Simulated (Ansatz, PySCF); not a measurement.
diphosphane (H₄P₂), SMILES PP. Atoms are numbered in the order given.

```xyz
6

P     -1.1123     0.1279     0.0000
P      1.1123    -0.1279     0.0000
H     -1.3120    -0.8347     1.0235
H     -1.3120    -0.8347    -1.0235
H      1.3120     0.8347     1.0235
H      1.3120     0.8347    -1.0235
```
Charge 0, spin multiplicity 1.

Geometry: TPSSh-D3(BJ)/def2-TZVP.

Two levels are set side by side: PBE-D3(BJ)/def2-TZVP (Ansatz, a quantum-chemistry and plane-wave program) and TPSSh-D3(BJ)/def2-TZVP (PySCF). Each level has its own optimised geometry; the coordinates shown are those of the second. Frequencies come from the Hessian of PySCF at each geometry. Differences are taken from unrounded values.

```json
[
 {"quantity": "mean bond length (Å)", "TPSSh-D3(BJ)": "1.583", "PBE-D3(BJ)": "1.597", "PBE-D3(BJ) minus TPSSh-D3(BJ)": "0.014"},
 {"quantity": "bond P1–P2 (Å)", "TPSSh-D3(BJ)": "2.239", "PBE-D3(BJ)": "2.250", "PBE-D3(BJ) minus TPSSh-D3(BJ)": "0.011"},
 {"quantity": "bond P1–H3 (Å)", "TPSSh-D3(BJ)": "1.419", "PBE-D3(BJ)": "1.434", "PBE-D3(BJ) minus TPSSh-D3(BJ)": "0.015"},
 {"quantity": "bond P1–H4 (Å)", "TPSSh-D3(BJ)": "1.419", "PBE-D3(BJ)": "1.434", "PBE-D3(BJ) minus TPSSh-D3(BJ)": "0.015"},
 {"quantity": "bond P2–H5 (Å)", "TPSSh-D3(BJ)": "1.419", "PBE-D3(BJ)": "1.434", "PBE-D3(BJ) minus TPSSh-D3(BJ)": "0.015"},
 {"quantity": "bond P2–H6 (Å)", "TPSSh-D3(BJ)": "1.419", "PBE-D3(BJ)": "1.434", "PBE-D3(BJ) minus TPSSh-D3(BJ)": "0.015"},
 {"quantity": "highest harmonic wavenumber (cm⁻¹)", "TPSSh-D3(BJ)": "2403", "PBE-D3(BJ)": "2325", "PBE-D3(BJ) minus TPSSh-D3(BJ)": "-78"},
 {"quantity": "mean harmonic wavenumber (cm⁻¹)", "TPSSh-D3(BJ)": "1279", "PBE-D3(BJ)": "1235", "PBE-D3(BJ) minus TPSSh-D3(BJ)": "-44"},
 {"quantity": "zero-point energy (kcal/mol)", "TPSSh-D3(BJ)": "21.95", "PBE-D3(BJ)": "21.19", "PBE-D3(BJ) minus TPSSh-D3(BJ)": "-0.76"}
]
```

Exact exchange shortens and stiffens bonds; PBE has none. Differences between two approximate levels are no errors against the true value.
